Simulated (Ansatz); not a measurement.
Abridged output of a molecular run in Ansatz:

```
Functional definition: HF
1518 factors; integrals over basis functions are off by at most 1.1e-3 eV
mean field evaluation 1: about -21863.2271 eV, gradient 2.7e1 eV
mean field evaluation 2: about -21863.5452 eV, gradient 2.7e1 eV
mean field evaluation 4: about -21866.2444 eV, gradient 3.9e0 eV
mean field evaluation 8: about -21866.3020 eV, gradient 3.6e-1 eV
mean field evaluation 32: about -21860.6598 eV, gradient 4.3e0 eV
mean field evaluation 64: about -21860.7727 eV, gradient 2.7e-2 eV
mean field -21866.30278715 eV, -803.5718059154 hartree, gradient 6.4e-6 eV, S^2 0.000000; 1 other end points of the search recorded, 0 dependent functions left out; unrestricted orbitals would lower it
13 core orbitals not correlated: weight in the atoms' cores, before any rotation towards them, 1.000 or more for the frozen orbitals, at most 0.000 for the correlated occupied ones
reference -21866.30278715 eV, -803.5718059154 hartree; 14, 14 occupied and 234, 234 virtual orbitals, 1518 factors
second order -21.12446606 eV of doubles, -0.00000000 eV of singles
cycle   1  -21.69500185 eV  change   -5.7e-1 eV  update   1.3e-1
cycle   2  -22.36602961 eV  change   -6.7e-1 eV  update   4.2e-2
cycle   3  -22.53893843 eV  change   -1.7e-1 eV  update   2.5e-2
cycle   4  -22.52888483 eV  change    1.0e-2 eV  update   8.5e-3
cycle   5  -22.52845143 eV  change    4.3e-4 eV  update   5.3e-3
cycle   6  -22.52983035 eV  change   -1.4e-3 eV  update   1.7e-3
cycle   7  -22.52969692 eV  change    1.3e-4 eV  update   9.2e-4
cycle   8  -22.52976852 eV  change   -7.2e-5 eV  update   2.4e-4
cycle   9  -22.52988738 eV  change   -1.2e-4 eV  update   1.0e-4
cycle  10  -22.52984447 eV  change    4.3e-5 eV  update   2.9e-5
cycle  11  -22.52985361 eV  change   -9.1e-6 eV  update   1.5e-5
perturbative correction -1.15589380 eV, -0.0424783136 hartree
Total energy: -21889.98853455 eV, -804.4422410777 hartree
```

Its atoms:

Cartesian coordinates in Å:
```
C 2.1329 -0.4506 -0.4843
C 0.8034 -0.3538 -0.5402
C -0.0258 0.2644 0.4914
Si -1.9062 0.3221 0.2844
S 0.5343 0.9384 1.8662
H 2.6787 -0.0567 0.3671
H 2.6957 -0.9212 -1.2812
H 0.2766 -0.7556 -1.4020
H -2.3127 -0.3052 -1.0060
H -2.3452 1.7380 0.2993
H -2.5316 -0.4199 1.4055
```

(1) Which basis set was used?
A. def2-TZVPP
B. def2-TZVPPD
C. def2-QZVPP
D. cc-pV(D+d)Z

(2) Write the keys of the input that set method, charge and spin (a neutral closed shell needs none for the last two).

## Answers

(1) A. It gives 261 functions.

(2) 
```yaml
correlation: {method: ccsd_t}
```
